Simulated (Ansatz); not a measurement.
`CSBO[SiH3]` + H₂ → `BSC` + `O[SiH3]`  (hydrogenolysis of a B–O bond)

Calculated with Ansatz (gas phase, PBE0-D4/def2-TZVP geometries, no zero-point term in ΔE). CCSD(T)/CBS is the MP2 limit (def2-TZVPP, def2-QZVPP) plus CCSD(T) − MP2 in def2-TZVPP, frozen cores. This one scheme is used for every species. Functionals use def2-TZVPP. HSE06 is defined as in plane-wave codes. Each species was taken in one conformer, which may not be the lowest.

(1) Is it downhill or uphill in electronic energy at CCSD(T)/CBS, and by how much? (An estimate is asked.)

(2) What do these levels give: r2SCAN-D4, r2SCAN0-D4, revPBE, PBE0, r2SCAN0, HSE06, RPA@PBE/def2-TZVPP, HF/def2-SVP, CCSD(T)/def2-SVP, MP2/def2-TZVPP, SCS-MP2/def2-TZVPP, CCSD(T)/def2-TZVPP? (An estimate is asked.)

Largest T1 diagnostic among the species: 0.014.

## Answers

(1) Ansatz gave: Uphill: ΔE = +95.1 kJ/mol.

(2) The calculation gave: r2SCAN-D4 99.0, r2SCAN0-D4 96.8, revPBE 81.5, PBE0 86.1, r2SCAN0 94.2, HSE06 86.3, RPA@PBE/def2-TZVPP 91.5, HF/def2-SVP 94.5, CCSD(T)/def2-SVP 106.5, MP2/def2-TZVPP 99.2, SCS-MP2/def2-TZVPP 95.1, CCSD(T)/def2-TZVPP 94.2 kJ/mol.

The D4 term adds +12.1 kJ/mol with B3LYP and +6.7 kJ/mol with PBE0; it sums over pairs of atoms, weighted by their polarisabilities, and B3LYP, whose exchange is more repulsive, gets the larger term. Leaving LDA and LC-ωPBE aside and taking each functional with its dispersion term where it has one, the values, not all of them listed here, spread over 9.2 kJ/mol, from B2PLYP to BLYP-D4. LDA lies +11.7 kJ/mol from PBE without D4.

B3LYP here is the variant with VWN-RPA as its local correlation; programs differ in this.
